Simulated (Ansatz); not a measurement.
`SC1O[SiH2]1`, 8 atoms. Total charge 0; spin multiplicity 1. All runs use 2 threads of an Arm Neoverse V2 on a shared host. Correlated methods freeze the cores.

**Question.** Give the basis size and wall time and peak host memory of each of these runs in Ansatz. RKS PBE0-D4/def2-TZVP relaxation (8 steps); RKS r2SCAN0-D4/def2-TZVPP energy; RKS ωB97M-V/def2-QZVPP energy; RKS PBE0-D4/def2-SVP energy; RKS ωB97M-V/def2-SVP energy; RHF-MP2/def2-QZVPP energy; RKS PBE0-D4/def2-QZVPP energy; RHF-CCSD(T)/def2-TZVPP energy; RKS B2PLYP (frozen core)/def2-TZVPP energy; RHF-CCSD(T)/def2-SVP energy; RKS BLYP-D4/def2-TZVPP energy; RKS B97M-V/def2-TZVPP energy. (Estimate.)

**Answer.** Computed: Other jobs shared the machine, so times are rough.

```tsv
level	job	functions	wall time	peak host memory (GiB)
RKS PBE0-D4/def2-SVP	energy	84	1.1 s	0.39
RHF-CCSD(T)/def2-SVP	energy	84	1.9 s	0.39
RKS BLYP-D4/def2-TZVPP	energy	202	2 s	0.23
RKS B2PLYP (frozen core)/def2-TZVPP	energy	202	4.9 s	0.42
RKS r2SCAN0-D4/def2-TZVPP	energy	202	4.9 s	0.44
RKS ωB97M-V/def2-SVP	energy	84	5.5 s	0.39
RKS PBE0-D4/def2-QZVPP	energy	374	7 s	1.1
RKS B97M-V/def2-TZVPP	energy	202	9 s	0.3
RHF-MP2/def2-QZVPP	energy	374	17 s	1.6
RKS ωB97M-V/def2-QZVPP	energy	374	18 s	1.2
RKS PBE0-D4/def2-TZVP	relaxation (8 steps)	160	25 s	0.34
RHF-CCSD(T)/def2-TZVPP	energy	202	53 s	2.4
```
